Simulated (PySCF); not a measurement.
A GIAO shielding run with PySCF 2.14 (density fitting, non-relativistic, gas phase) on `S([Si@@H]1[Si@H](C#C)CCN1)C`, C5H11NSSi2:

```
$ OMP_NUM_THREADS=1 python probes_run.py task.json out

{"job": {"kind": "nmr", "xc": "PBE0", "basis": "pcSseg-1"}, "charge": 0, "multiplicity": 1}
C     -1.606041     2.781667     0.557808
C     -1.323620     1.851212    -0.151399
Si    -0.799153     0.397772    -1.173867
C     -1.927056    -1.105289    -0.811847
C     -1.360626    -1.864288     0.386075
N      0.079719    -2.018822     0.266293
Si     1.038198    -0.744681    -0.369767
S      2.232726     0.217084     1.161568
C      2.953486     1.536755     0.141488
H     -1.867718     3.598256     1.168187
H     -0.880264     0.799842    -2.585483
H     -1.920275    -1.763367    -1.681998
H     -2.964332    -0.841207    -0.613404
H     -1.807022    -2.863944     0.443470
H     -1.626114    -1.331195     1.311315
H      0.455487    -2.660517     0.945721
H      2.021460    -1.358753    -1.272061
H      3.632898     2.094398     0.777245
H      3.499838     1.098824    -0.688436
H      2.163261     2.186933    -0.223641
```

Hardware: 1 thread of an Intel Xeon, shared host. The job also computes population analyses, field gradients, ring-centre shieldings.

Task: How large is the calculation?

Result: 92 electrons, 229 basis functions and 1252 auxiliary functions.

Task: How long does it take, and how much memory does it need?

Result: 2.6 min of wall time, with 14 SCF cycles and 5 response iterations; peak memory 1.1 GiB. Times on a shared host scatter by some tens of per cent.
